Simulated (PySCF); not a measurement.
Isomers of C5H7FO.

All values: PBE0/def2-SVPD (PySCF) at GFN2-xTB geometries, gas phase, one conformer each. Core orbitals are frozen in the response; Δα² is half the sum of the squared differences of the principal polarisabilities.

**Question.** Rank by HOMO–LUMO gap, highest first.
A. `[O:1]=[C:2]1[CH2:3][CH2:4][C@@H:5]([F:6])[CH2:7]1` with O1–C2–C3–C4 -165°, C2–C3–C4–C5 -30°, C3–C4–C5–F6 -84°, C4–C5–C7–C2 -24°
B. `[CH2:1]=[C:2]([F:3])[C:4](=[O:5])[CH2:6][CH3:7]` with C1–C2–C4–O5 0°, C2–C4–C6–C7 180°
C. `[CH3:1][CH2:2]/[CH:3]=[CH:4]\[C:5](=[O:6])[F:7]` with C1–C2–C3–C4 168°, C3–C4–C5–O6 3°
D. `[CH3:1][C@@H:2]1[CH2:3][C@@H:4]1[C:5](=[O:6])[F:7]` with C3–C4–C5–O6 -25°
E. `[CH3:1]/[CH:2]=[C:3](/[CH3:4])[C:5](=[O:6])[F:7]` with C2–C3–C5–O6 -2°

**Answer.** D (8.21 eV), A (6.54 eV), C (6.35 eV), E (6.07 eV), B (5.86 eV).

**Question.** Rank by dipole moment, highest first.
A. `[CH2:1]=[C:2]([F:3])[C:4](=[O:5])[CH2:6][CH3:7]` with C1–C2–C4–O5 0°, C2–C4–C6–C7 180°
B. `[CH3:1][CH2:2]/[CH:3]=[CH:4]\[C:5](=[O:6])[F:7]` with C1–C2–C3–C4 168°, C3–C4–C5–O6 3°
C. `[O:1]=[C:2]1[CH2:3][CH2:4][C@@H:5]([F:6])[CH2:7]1` with O1–C2–C3–C4 -165°, C2–C3–C4–C5 -30°, C3–C4–C5–F6 -84°, C4–C5–C7–C2 -24°
D. `[CH3:1]/[CH:2]=[C:3](/[CH3:4])[C:5](=[O:6])[F:7]` with C2–C3–C5–O6 -2°

**Answer.** B (3.73 D), D (3.50 D), C (3.05 D), A (1.30 D).

All values together:

```json
{"SMILES": "C[C@@H]1C[C@@H]1C(=O)F", "μ (D)": "3.59", "HOMO (eV)": "-8.80", "LUMO (eV)": "-0.59", "α (Å³)": "8.96", "Δα (Å³)": "1.65"}
{"SMILES": "CC/C=C\\C(=O)F", "μ (D)": "3.73", "HOMO (eV)": "-8.35", "LUMO (eV)": "-1.99", "α (Å³)": "9.66", "Δα (Å³)": "5.22"}
{"SMILES": "O=C1CC[C@@H](F)C1", "μ (D)": "3.05", "HOMO (eV)": "-7.36", "LUMO (eV)": "-0.82", "α (Å³)": "8.76", "Δα (Å³)": "2.10"}
{"SMILES": "C/C=C(/C)C(=O)F", "μ (D)": "3.50", "HOMO (eV)": "-7.88", "LUMO (eV)": "-1.82", "α (Å³)": "9.61", "Δα (Å³)": "4.71"}
{"SMILES": "C=C(F)C(=O)CC", "μ (D)": "1.30", "HOMO (eV)": "-7.80", "LUMO (eV)": "-1.94", "α (Å³)": "9.60", "Δα (Å³)": "4.99"}
```

Conformers: `[CH3:1][C@@H:2]1[CH2:3][C@@H:4]1[C:5](=[O:6])[F:7]` with C3–C4–C5–O6 -25°; `[CH3:1][CH2:2]/[CH:3]=[CH:4]\[C:5](=[O:6])[F:7]` with C1–C2–C3–C4 168°, C3–C4–C5–O6 3°; `[O:1]=[C:2]1[CH2:3][CH2:4][C@@H:5]([F:6])[CH2:7]1` with O1–C2–C3–C4 -165°, C2–C3–C4–C5 -30°, C3–C4–C5–F6 -84°, C4–C5–C7–C2 -24°; `[CH3:1]/[CH:2]=[C:3](/[CH3:4])[C:5](=[O:6])[F:7]` with C2–C3–C5–O6 -2°; `[CH2:1]=[C:2]([F:3])[C:4](=[O:5])[CH2:6][CH3:7]` with C1–C2–C4–O5 0°, C2–C4–C6–C7 180°.
